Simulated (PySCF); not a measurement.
Gas-phase reaction: GeF2 + 4 H = GeH4 + F2

Energies from PySCF, thermal terms from the rigid-rotor harmonic-oscillator model, ideal gas at 1 bar. † marks an energy on the PBE0/def2-TZVP geometry and frequencies; other levels use their own. MP2 freezes the core. 6-31G* has spherical d functions here. Open shells (unrestricted): H (multiplicity 2); the rest are closed-shell singlets. B3LYP is the form with VWN-RPA correlation. Ge: all electrons, no relativistic terms. MP2 isn't extrapolated to the basis-set limit; its ΔH°(298 K) is -189.1 kJ in def2-SVP and -198.6 kJ in def2-TZVPP. The harmonic model lacks anharmonicity and excited electronic states, which grow with temperature; levels with a mode under 35 cm⁻¹ are left out.

| level | ΔE electronic, kJ | ΔH°(298 K), kJ | ΔS°(298 K), J/K | ΔG°(1800 K), kJ |
|---|---|---|---|---|
| B3LYP/def2-TZVP† | -318 | -261 | -311 | 361 |
| HF/6-31G* | -105 | -44 | -310 | 582 |
| HF/def2-TZVP† | -84 | -26 | -311 | 596 |
| MP2/def2-TZVPP† | -256 | -199 | -311 | 424 |
| PBE/def2-SVP | -317 | -262 | -310 | 357 |
| PBE0/def2-QZVP† | -298 | -240 | -311 | 382 |
| PBE0/def2-SVP† | -319 | -261 | -311 | 361 |
| r2SCAN/def2-TZVP† | -317 | -260 | -311 | 362 |
ΔH° is lowest at PBE/def2-SVP and highest at HF/def2-TZVP†. No reference value is set beside these.
